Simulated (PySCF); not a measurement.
Ligand exchange on a metal centre used in film growth or etching (Cd F-OH). Isolated molecules, 0 K electronic values unless said otherwise. One relaxed conformer stands for each flexible species; it need not be the lowest.

Method: PBE-D3(BJ)/def2-TZVP // r2SCAN-D4/def2-SVP (PySCF). 

```json
[
 {"species": "0 of 2 F replaced by OH ([Cd(F)2])", "charge on the central atom (Mulliken) (e)": "0.99", "mean distance from the central atom to its bonded neighbours (Å)": "1.917", "LUMO (eV)": "-3.34", "HOMO–LUMO gap (eV)": "?"},
 {"species": "1 of 2 F replaced by OH ([Cd(F)(OH)])", "charge on the central atom (Mulliken) (e)": "?", "mean distance from the central atom to its bonded neighbours (Å)": "1.939", "LUMO (eV)": "-2.81", "HOMO–LUMO gap (eV)": "?"},
 {"species": "2 of 2 F replaced by OH", "charge on the central atom (Mulliken) (e)": "0.78", "mean distance from the central atom to its bonded neighbours (Å)": "1.961", "LUMO (eV)": "-2.35", "HOMO–LUMO gap (eV)": "4.08"}
]
```

Question: Some entries are withheld; supply them.

Answer: 
- 0 of 2 F replaced by OH ([Cd(F)2]), HOMO–LUMO gap (eV): 4.82
- 1 of 2 F replaced by OH ([Cd(F)(OH)]), charge on the central atom (Mulliken) (e): 0.87
- 1 of 2 F replaced by OH ([Cd(F)(OH)]), HOMO–LUMO gap (eV): 4.03
